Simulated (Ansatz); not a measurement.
Start from `CBCS` and change one atom or group to get `CBC[SiH2]O`.

Ansatz, PBE0-D4/def2-TZVP geometries, multiplicity 1. Each molecule was computed in one conformer, which needn't be the lowest.

```json
{"property": "HOMO–LUMO gap (PBE0/def2-TZVPP) / eV", "`CBCS`": "7.57"}
{"property": "HOMO energy (B3LYP/def2-TZVPP) / eV", "`CBCS`": "-7.34"}
{"property": "HOMO energy (ωB97M-V/def2-TZVPP) / eV", "`CBCS`": "-9.73"}
{"property": "HOMO energy (PBE0/def2-TZVPP) / eV", "`CBCS`": "-7.56"}
{"property": "LUMO energy (B3LYP/def2-TZVPP) / eV", "`CBCS`": "-0.27"}
{"property": "HOMO–LUMO gap (PBE/def2-TZVPP) / eV", "`CBCS`": "5.40"}
```

Problem. Give the same properties after the change, and the shifts. (Best estimate.)

Solution. Ansatz gave: 
| property | `CBC[SiH2]O` | shift |
| --- | --- | --- |
| HOMO–LUMO gap (PBE0/def2-TZVPP) / eV | 7.69 | 0.12 |
| HOMO energy (B3LYP/def2-TZVPP) / eV | -8.37 | -1.03 |
| HOMO energy (ωB97M-V/def2-TZVPP) / eV | -10.88 | -1.15 |
| HOMO energy (PBE0/def2-TZVPP) / eV | -8.56 | -1.00 |
| LUMO energy (B3LYP/def2-TZVPP) / eV | -1.09 | -0.82 |
| HOMO–LUMO gap (PBE/def2-TZVPP) / eV | 5.23 | -0.17 |

With PBE0 the HOMO falls by 1.00 eV and the LUMO falls by 0.87 eV, so the gap widens by about 0.13 eV. PBE moves the HOMO by -0.69 eV and ωB97M-V by -1.15 eV. The zero-point energy changes by 53.5 kJ/mol with +9 modes.

B3LYP here is the variant with VWN-RPA as its local correlation; programs differ in this.
